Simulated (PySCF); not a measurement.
**V: excitation energy**

V [Ar] 3d3 4s2 (4F) → V [Ar] 3d3 4s1 4p1 (high-spin determinant), as a difference of total energies. Computed with PySCF 2.14 in dyall-av2z, with no relativity, point nucleus. Correlated levels: valence: [Ar] frozen; virtual orbitals above 40 to 60 times the deepest correlated orbital energy dropped. The calculations carry no spin-orbit coupling.

```csv
method,excitation energy (eV)
UHF,1.004
MP2 (valence),1.707
SCS-MP2 (valence),1.969
CCSD (valence),1.894
CCSD(T) (valence),1.936
```

Task: How much does correlation contribute at CCSD(T) (valence)?

Result: 1.936 − (1.004) = 0.932 eV, measured against UHF.

A first-order spin-orbit estimate (lowest level to lowest level, LS coupling) adds -0.009 eV.

The determinant of the upper state mixes LS terms, which raises its energy above the lowest term, most at the Hartree-Fock and MP2 levels.
